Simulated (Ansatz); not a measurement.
Input file for Ansatz (a program for electronic structure): U-CCSD(T)/cc-pV(T+d)Z on CH4Si (SMILES C[SiH]), a point of a bond scan (R = 1.471 Å). Files ending in .json are basis or fitting sets from the Basis Set Exchange.

Ansatz 0.2 input:
```yaml
crystal:
  periodic: [false, false, false]
  atoms:
    - {symbol: Si, position_ang: [-0.44283511, -0.33733196, 0.51775234]}
    - {symbol: H, position_ang: [-1.42990117, -0.70043934, -0.59087342]}
    - {symbol: C, position_ang: [0.77076815, 0.54410571, -0.65073574]}
    - {symbol: H, position_ang: [1.95382233, 1.09017922, 0.03278861]}
    - {symbol: H, position_ang: [0.25620507, 1.35865472, -1.17489853]}
    - {symbol: H, position_ang: [1.10167411, -0.14880677, -1.43392500]}
basis:
  gaussian:
    orbitals: cc-pV_T+d_Z.json
correlation: {method: ccsd_t, electrons: outside_noble_gas}
scf: {omitted_lower_state_checks: [cluster_reference]}
magnetization: {spin_polarized: true, initial_magnetization: 0}
```

Output:

```
WARN ansatz: RAYON_NUM_THREADS=1 ignored (pool sized by the plan → 1); use --threads N
Functional definition: HF
these checks for a lower state are left out or cut short: cluster_reference
integrals: 0.34 GiB planned
711 factors; integrals over basis functions are off by at most 1.2e-3 eV
mean field: 0.28 GiB planned
mean field evaluation 1: about -8952.0604 eV, gradient 1.6e1 eV
mean field evaluation 2: about -8952.0591 eV, gradient 1.6e1 eV
mean field evaluation 4: about -8953.6402 eV, gradient 1.7e0 eV
mean field evaluation 8: about -8953.6744 eV, gradient 6.8e-4 eV
mean field evaluation 16: about -8953.7949 eV, gradient 2.4e-1 eV
mean field -8953.79558185 eV, -329.0459185325 hartree, gradient 3.3e-6 eV, S^2 0.425890; 2 other end points of the search recorded, 0 dependent functions left out
6 core orbitals not correlated
reference -8953.79558185 eV, -329.0459185325 hartree; 6, 6 occupied and 113, 113 virtual orbitals, 711 factors
second order -7.54649364 eV of doubles, -0.00000000 eV of singles
coupled cluster: 1.10 GiB planned
cycle   1  -8.16092452 eV  change   -6.1e-1 eV  update   8.3e-2
cycle   2  -8.50572398 eV  change   -3.4e-1 eV  update   4.3e-2
cycle   3  -8.59453361 eV  change   -8.9e-2 eV  update   3.2e-2
cycle   4  -8.65113655 eV  change   -5.7e-2 eV  update   2.6e-2
cycle   5  -8.73345609 eV  change   -8.2e-2 eV  update   1.8e-2
cycle   6  -8.75690666 eV  change   -2.3e-2 eV  update   8.3e-3
cycle   7  -8.76042923 eV  change   -3.5e-3 eV  update   3.5e-3
cycle   8  -8.76278187 eV  change   -2.4e-3 eV  update   1.3e-3
cycle   9  -8.76245748 eV  change    3.2e-4 eV  update   6.7e-4
cycle  10  -8.76164897 eV  change    8.1e-4 eV  update   2.3e-4
cycle  11  -8.76159373 eV  change    5.5e-5 eV  update   6.7e-5
cycle  12  -8.76163508 eV  change   -4.1e-5 eV  update   2.8e-5
cycle  13  -8.76161797 eV  change    1.7e-5 eV  update   9.7e-6
cycle  14  -8.76161787 eV  change    9.8e-8 eV  update   3.9e-6
coupled cluster: 1.11 GiB planned
perturbative correction -0.35088742 eV, -0.0128948749 hartree
Total energy: -8962.90808715 eV, -329.3807969254 hartree
Checks for a lower state left out: cluster_reference
```

Self-consistency was reached. Its determinant has ⟨S²⟩ = 0.43, a mixture of spin states.

Cost: very roughly 27 core-seconds.
